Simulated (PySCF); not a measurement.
Telling isomers of C7H7N apart by NMR

PySCF 2.14.0 with density-fitted response routines calculation with GFN2-xTB geometry, spin–spin couplings from B3LYP/pcJ-1 (spin–dipole term left out of most H,H and C,H couplings) and σ from GIAO-PBE0/pcSseg-1; non-relativistic, no solvent model, rapidly exchanging positions averaged, one computed conformer.

Referencing at the same level of theory: ¹H (31.72 ppm) and ¹³C (186.93 ppm) vs TMS. Multiplet labels drop J under 1 Hz and among equivalent protons, and merge close values. Unscaled 3J(H,H) run several per cent high. Where no couplings were computed, multiplicities follow the n + 1 count of equivalent neighbours, and m marks all less simple cases (inequivalent or close neighbours, rings, F or P nearby). Shifts are as computed. Against solution values, carbons near 30 ppm lie about +3 ppm off and those near 130 ppm about +5 ppm. Of 1211 compounds with measured shifts, 218 miss one by over three times the rms of a fit or turn the order of signals round; such compounds aren't used in these exercises.

(1) Tabulate the signals of `N#C[C@]12C[C@@H]3[C@H](C1)[C@@H]32`, `C#CCC#C/C=N\C` and their relative energies.

(2) What is the quickest way to tell N#C[C@]12C[C@@H]3[C@H](C1)[C@@H]32 from C#CCC#C/C=N\C?

Results:

(1) 
| SMILES | carbon types | δC | δH | E rel. (kcal/mol) |
| --- | --- | --- | --- | --- |
| N#C[C@]12C[C@@H]3[C@H](C1)[C@@H]32 | 2×C 3×CH 2×CH2 | 124.4, 43.1, 40.5, 31.6, 18.1 | 3.35 (tt, 1H), 2.89 (m, 2H), 2.03 (dd, 2H), 1.74 (m, 2H) | 0.0 |
| C#CCC#C/C=N\C | 3×C 2×CH 1×CH2 1×CH3 | 146.8, 101.0, 81.8, 78.9, 76.8, 46.8, 12.3 | 7.70 (s, 1H), 3.84 (s, 3H), 3.52 (d, 2H), 1.56 (t, 1H) | 43.6 |

Energies are electronic energies at PBE0/pcSseg-1 on these geometries, without zero-point or thermal terms, each for the one conformer computed, which needn't be the lowest.

(2) Count the carbon signals: 5 against 7. The first has a three-membered-ring carbon (CH) at 18.1 ppm, the second a C=N carbon (CH) at 146.8 ppm. Their most deshielded carbons lie at 124.4 and 146.8 ppm. In the proton spectra the most deshielded non-exchanging signals are 3.35 (tt, J = 4.1, 2.6 Hz, 1H) and 7.70 (s, 1H).
